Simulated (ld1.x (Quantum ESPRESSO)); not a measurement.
An all-electron radial function and its pseudo partner (chromium (Cr))

Columns: radius, all-electron u(r) and pseudo u(r) of the 3p shell (level -43.17 eV) of chromium in the configuration [Ne] 3s2 3p6 3d6 4s0 4p0; PBEsol, scalar-relativistic, ultrasoft scheme, ld1.x (Quantum ESPRESSO) 7.5.

```
r (bohr)  all-electron   pseudo
   0.103        0.4757  -0.0126
   0.205        0.4962  -0.0489
   0.308        0.0995  -0.1065
   0.410       -0.3593  -0.1793
   0.513       -0.7260  -0.2626
   0.615       -0.9557  -0.3479
   0.718       -1.0672  -0.4299
   0.820       -1.0886  -0.5010
   0.923       -1.0513  -0.5572
   1.025       -0.9797  -0.5940
   1.128       -0.8899  -0.6104
   1.230       -0.7949  -0.6063
   1.332       -0.7010  -0.5839
   1.435       -0.6114  -0.5462
   1.538       -0.5292  -0.4975
   1.640       -0.4560  -0.4432
   1.743       -0.3906  -0.3868
   1.845       -0.3338  -0.3332
   1.948       -0.2840  -0.2840
   2.050       -0.2415  -0.2415
   2.153       -0.2045  -0.2045
   2.255       -0.1732  -0.1732
   2.358       -0.1462  -0.1462
   2.460       -0.1236  -0.1236
   2.562       -0.1043  -0.1043
   2.665       -0.0878  -0.0878
```

Problem. How many radial nodes do the two functions have?

Solution. The all-electron 3p function has n − l − 1 = 1; the pseudo-wave has 0, since the states of the same l below it are removed with the core.

Problem. At about which radius was the pseudo-wave matched?

Solution. 2.05 bohr, where the columns begin to agree (steps of 0.10 bohr).

Problem. Is the pseudo-wave norm-conserving?

Solution. No, it belongs to an ultrasoft set: the norm inside the radius is not constrained, and the difference is carried by the augmentation charge.
